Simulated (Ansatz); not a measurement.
Harmonic frequencies (cm⁻¹) at PBE0-D4/def2-TZVP from Ansatz: 102, 162, 212, 235, 296, 328, 384, 434, 545, 603, 638, 796, 812, 887, 932, 936, 968, 985, 1072, 1137, 1172, 1343, 1397, 1466, 1499, 2228, 2248, 2260, 2582, 2679, 3048, 3116, 3148.

Question: Which molecule is it?
A. `CB(C)[SiH2]F`
B. `BC(C)(F)[SiH3]`
C. `BC[SiH2]CF`
D. `B[SiH](C)CF`

Answer: B.
